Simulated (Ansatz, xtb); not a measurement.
**C5H2N4: 4 structures ranked**

4 gas-phase structures of C5H2N4, from a drawn sample of its isomers (lower ones may exist). Each was relaxed with GFN2-xTB:

A. `N#Cc1cc(C#N)[nH]n1`, a singlet
B. `N#Cc1ccnn1C#N`, a singlet
C. `N#Cc1c[nH]nc1C#N`, a singlet
D. `N#Cc1cn[nH]c1C#N`, a singlet

Problem. Make a reasoned guess at their ranking by r2SCAN-D4/def2-SVP single-point energy.

Solution. Calculated order at r2SCAN-D4/def2-SVP: D (0.0), C (0.0), A (1.0), B (19.1) kcal/mol. Less than 1 kcal/mol parts D and C; C and A, so the order within those pairs means little.

Energies above the lowest of each column, in kcal/mol; the last columns are at B3LYP/def2-SVP geometries:

| structure | GFN2-xTB | HF/STO-3G | r2SCAN-D4/def2-SVP | B3LYP/def2-SVP | CCSD(T)/def2-SVP + ΔMP2/def2-TZVPP |
| --- | --- | --- | --- | --- | --- |
| D | 0.5 | 1.4 | 0.0 | 0.4 | 1.0 |
| C | 1.1 | 0.0 | 0.0 | 0.0 | 0.0 |
| A | 1.7 | 1.7 | 1.0 | 0.9 | 1.3 |
| B | 0.0 | 16.1 | 19.1 | 18.4 | 19.0 |

CCSD(T)/def2-SVP + ΔMP2/def2-TZVPP puts C lowest, with D within 1 kcal/mol; GFN2-xTB picks B. CCSD(T)/def2-SVP + ΔMP2/def2-TZVPP orders those it was run on as C (0.0), D (1.0), A (1.3), B (19.0) kcal/mol. Less than 1 kcal/mol parts C and D; D and A, so the order within those pairs means little. ΔMP2 is the change of the MP2 energy from the smaller to the larger basis.

Over these structures GFN2-xTB departs from r2SCAN-D4/def2-SVP by 7.4 kcal/mol on average once a common shift is removed. A GFN2-xTB relaxation took about 0.21 s and the r2SCAN-D4/def2-SVP energy about 4.2 s on a shared host (Ansatz 0.2.0, xtb 6.7.1).
